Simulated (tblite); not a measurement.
C₆H₁₁As.
Geometry (GFN2-xTB, Å), atoms numbered from 1 in this order:
```xyz
18
C6H11As angstrom
C      2.5470    1.2480    0.5465
C      2.3413    0.5028   -0.3695
C      2.0489   -0.4217   -1.4292
As     0.7880   -1.8768   -0.8668
C     -0.5227   -0.7475    0.1077
C     -1.4820   -0.0459   -0.8466
C     -2.4697    0.8460   -0.1048
H      2.7602    1.9165    1.3267
H      1.5997    0.1050   -2.2783
H      2.9745   -0.8925   -1.7779
H      1.5665   -2.2092    0.3827
H      0.0174   -0.0113    0.7084
H     -1.0885   -1.3881    0.7905
H     -2.0314   -0.7959   -1.4263
H     -0.9124    0.5673   -1.5526
H     -3.0545    0.2613    0.6028
H     -3.1521    1.3289   -0.8012
H     -1.9388    1.6195    0.4468
```

Calculated harmonic vibrations of the isolated species, GFN2-xTB (tblite), most abundant isotopes, no scaling. The method is semi-empirical: single wavenumbers can be off by several per cent or more. Modes of hydrogen on arsenic can be 10 to 20 % off. One conformer, not necessarily the lowest.

Harmonic wavenumbers (cm⁻¹): 31.1, 66.9, 90.5, 131.0, 178.6, 213.1, 240.0, 289.2, 302.8, 360.8, 528.0, 616.4, 628.6, 644.1, 676.3, 730.2, 747.0, 818.9, 846.6, 947.0, 999.3, 1006.9, 1080.3, 1105.9, 1114.9, 1169.4, 1210.4, 1221.5, 1275.6, 1337.6, 1412.8, 1415.9, 1453.5, 1484.5, 1503.4, 1505.9, 1889.0, 2274.8, 2899.0, 2917.1, 2922.1, 2932.5, 2942.8, 2943.5, 3025.7, 3026.8, 3032.4, 3391.4.

A = 1862, B = 1287, C = 853.1 MHz; mass 158.008 u (most abundant isotopes); point group C1, symmetry number 1.

Task: Zero-point energy?

Result: Half the sum of the wavenumbers: 31791 cm⁻¹ = 90.89 kcal/mol.

Task: What is S at 273.15 K and 1 bar for an ideal gas of classical rigid rotors and harmonic oscillators?

Result: Translation 40.67, rotation 29.18, vibration 28.05: S = 97.9 cal/(mol K).

Task: And Cp and H(273.15 K) − H(0)?

Result: Cp = 35.02 cal/(mol K), of which vibrations give 27.08 (their classical limit is 48 R = 95.4); H(273.15 K) − H(0) = 6.07 kcal/mol without the zero-point energy, 3.90 from vibrations.

Task: Which modes carry the vibrational entropy at 273.15 K?

Result: 31.1 cm⁻¹: 5.58; 66.9 cm⁻¹: 4.07; 90.5 cm⁻¹: 3.48; 131.0 cm⁻¹: 2.76; 178.6 cm⁻¹: 2.18; 213.1 cm⁻¹: 1.86 cal/(mol K); the other 42 give 8.11 together.

Task: How do the functions run with temperature in this model?

Result: 
```json
{"T (K)": "100", "S (cal/(mol K))": "71.9", "Cp (cal/(mol K))": "19.4", "H − H(0) (kcal/mol)": "1.36", "G − H(0) (kcal/mol)": "-5.82", "ln q(vib)": "2.18"}
{"T (K)": "200", "S (cal/(mol K))": "88.1", "Cp (cal/(mol K))": "28.3", "H − H(0) (kcal/mol)": "3.75", "G − H(0) (kcal/mol)": "-13.86", "ln q(vib)": "4.98"}
{"T (K)": "300", "S (cal/(mol K))": "101.3", "Cp (cal/(mol K))": "37.5", "H − H(0) (kcal/mol)": "7.04", "G − H(0) (kcal/mol)": "-23.35", "ln q(vib)": "7.63"}
{"T (K)": "500", "S (cal/(mol K))": "124.4", "Cp (cal/(mol K))": "53.7", "H − H(0) (kcal/mol)": "16.25", "G − H(0) (kcal/mol)": "-45.98", "ln q(vib)": "12.70"}
{"T (K)": "800", "S (cal/(mol K))": "153.5", "Cp (cal/(mol K))": "69.9", "H − H(0) (kcal/mol)": "34.99", "G − H(0) (kcal/mol)": "-87.82", "ln q(vib)": "19.79"}
{"T (K)": "1000", "S (cal/(mol K))": "169.9", "Cp (cal/(mol K))": "77.1", "H − H(0) (kcal/mol)": "49.72", "G − H(0) (kcal/mol)": "-120.20", "ln q(vib)": "24.15"}
```

q(vib) and H(0) count from the zero-point level.

Hindered rotation and anharmonicity are outside this model. Other conformers, if any are populated, would add a mixing term that is left out. The structure is chiral; the term R ln 2 for an equal mix with its mirror image is left out.
